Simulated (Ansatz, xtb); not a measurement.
**Ranking isomers of C2H11ClSi3**

6 gas-phase structures of C2H11ClSi3, from a drawn sample of its isomers (lower ones may exist). Each was relaxed with GFN2-xTB; where two conformers were screened, the lower at r2SCAN-D4/def2-SVP is listed:

A. `C[C@H]([SiH2][SiH3])[SiH2]Cl`, a singlet
B. `CC[Si]([SiH3])([SiH3])Cl`, a singlet
C. `C[SiH2][SiH](Cl)[SiH2]C`, a singlet
D. `C[Si](C)([SiH3])[SiH2]Cl`, a singlet
E. `CC([SiH3])([SiH3])[SiH2]Cl`, a singlet
F. `[SiH3]CC[SiH2][SiH2]Cl`, a singlet

Problem. Which do you expect lowest at r2SCAN-D4/def2-SVP, and how would the others follow?

Solution. Calculated order at r2SCAN-D4/def2-SVP: D (0.000), C (0.046), B (0.384), E (0.455), A (0.462), F (0.695) eV. Less than 1 kcal/mol parts E and A, so the order within that pair means little.

Energies above the lowest of each column, in eV; the last columns are at B3LYP-D3(BJ)/def2-SVP geometries (a dash: not run or not comparable):

```json
{"structure": "D", "GFN2-xTB": "0.592", "HF/STO-3G": "0.027", "r2SCAN-D4/def2-SVP": "0.000", "B3LYP-D3(BJ)/def2-SVP": "0.000", "CCSD(T)/def2-SVP + ΔMP2/def2-TZVPP": "0.000"}
{"structure": "C", "GFN2-xTB": "0.537", "HF/STO-3G": "0.000", "r2SCAN-D4/def2-SVP": "0.046", "B3LYP-D3(BJ)/def2-SVP": "0.026", "CCSD(T)/def2-SVP + ΔMP2/def2-TZVPP": "0.028"}
{"structure": "B", "GFN2-xTB": "0.432", "HF/STO-3G": "0.416", "r2SCAN-D4/def2-SVP": "0.384", "B3LYP-D3(BJ)/def2-SVP": "0.350", "CCSD(T)/def2-SVP + ΔMP2/def2-TZVPP": "0.420"}
{"structure": "E", "GFN2-xTB": "0.000", "HF/STO-3G": "1.070", "r2SCAN-D4/def2-SVP": "0.455", "B3LYP-D3(BJ)/def2-SVP": "0.435", "CCSD(T)/def2-SVP + ΔMP2/def2-TZVPP": "0.332"}
{"structure": "A", "GFN2-xTB": "0.188", "HF/STO-3G": "0.772", "r2SCAN-D4/def2-SVP": "0.462", "B3LYP-D3(BJ)/def2-SVP": "0.402", "CCSD(T)/def2-SVP + ΔMP2/def2-TZVPP": "0.432"}
{"structure": "F", "GFN2-xTB": "0.159", "HF/STO-3G": "0.697", "r2SCAN-D4/def2-SVP": "0.695", "B3LYP-D3(BJ)/def2-SVP": "0.624", "CCSD(T)/def2-SVP + ΔMP2/def2-TZVPP": "–"}
```

CCSD(T)/def2-SVP + ΔMP2/def2-TZVPP puts D lowest of those it was run on, with C within 1 kcal/mol; GFN2-xTB picks E. CCSD(T)/def2-SVP + ΔMP2/def2-TZVPP orders those it was run on as D (0.000), C (0.028), E (0.332), B (0.420), A (0.432) eV. Less than 1 kcal/mol parts D and C; B and A, so the order within those pairs means little. Flexible structures stand in one conformer each, not always the lowest. Frequencies (GFN2-xTB) were run for A, B, C, D, E alone. ΔMP2 is the change of the MP2 energy from the smaller to the larger basis.

Over these structures GFN2-xTB departs from r2SCAN-D4/def2-SVP by 0.399 eV on average once a common shift is removed. A GFN2-xTB relaxation took about 0.2 s and the r2SCAN-D4/def2-SVP energy about 2.7 s on a shared host (Ansatz 0.2.0, xtb 6.7.1).
